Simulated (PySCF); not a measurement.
CuHO, SMILES [OH][Cu], multiplicity 1. Geometry optimised at PBE-D3(BJ)/def2-TZVP. The multiplicity is an assumed one; other spin states were not compared.

Calculation: PBE-D3(BJ)/def2-TZVP in PySCF.

Harmonic wavenumbers (cm⁻¹): 601, 806, 3666. Rotational constants (GHz): 619.0, 11.57, 11.36; symmetry number 1.

### Question
Work out the zero-point energy and the ideal-gas rigid-rotor harmonic-oscillator thermochemistry at 298.15 K and 1 atm.

### Answer
ZPE = ½ Σ hcν = ½ × 5073 cm⁻¹ = 30.34 kJ/mol. H − E(el) = 40.88 kJ/mol. Entropy in J/(mol K): translation 163.48, rotation 79.16, vibration 2.72, total 245.36. G − E(el) = -32.28 kJ/mol. Cp = 40.25 J/(mol K).
